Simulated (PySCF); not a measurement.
Molecule: `C#C/C=C(/C#C)S(=O)(=O)[O-]`, [C$_{6}$H$_{3}$O$_{3}$S]-.

Geometry (Å), atoms numbered from 1 in this order:
```xyz
13

C     2.9011    0.5180   -0.8098
C     1.8792   -0.0686   -0.5704
C     0.7790   -0.9026   -0.3195
C    -0.4091   -0.4087    0.0387
C    -1.5550   -1.1366    0.3160
C    -2.5763   -1.7250    0.5707
S    -0.5388    1.4246    0.1805
O    -1.9177    1.6881    0.5719
O    -0.2037    1.8887   -1.1606
O     0.4428    1.7530    1.2075
H     3.7259    1.1387   -0.9948
H     0.9533   -1.9728   -0.4319
H    -3.4850   -2.1963    0.8000
```

Total charge -1.

Frames of a GFN2-xTB Langevin trajectory at 300 K; GIAO PBE0/pcSseg-1 shieldings in PySCF 2.14, gas phase, non-relativistic; equivalent atoms averaged within each frame.

Chemical shifts δ = σref − σ; ¹³C (186.93 ppm), ¹H (31.72 ppm) vs TMS; ³³S (503.73 ppm) vs CS2; ¹⁷O (336.08 ppm) vs H2O, all at this level. The references are static minima.

How do the shifts (ppm) fluctuate along the trajectory?

Answers


```csv
time (fs),C4,C3,C1,C6,C5,C2,S7,O8/O9/O10,H12,H11
250,175.8,122.4,119.2,104.6,89.6,85.1,338,266.3,5.79,4.79
425,167.4,118.6,102.8,102.0,92.2,93.2,311,250.1,6.89,4.58
625,176.6,123.5,101.9,102.2,88.9,91.2,319,250.9,5.35,3.64
800,152.3,122.1,102.5,97.6,90.0,97.2,314,250.0,6.24,3.16
1000,167.5,119.1,109.6,98.2,92.5,93.4,280,227.0,5.82,4.07
mean of frames,167.9,121.2,107.2,100.9,90.6,92.0,312,248.8,6.02,4.05
standard deviation,9.8,2.2,7.4,3.0,1.6,4.4,21,14.1,0.58,0.67
```

5 frames give an uncertainty of the mean of about the standard deviation over 2.2 at best, since frames this close in time may not be independent; classical motion lacks zero-point vibration, and the reference would need the same averaging.
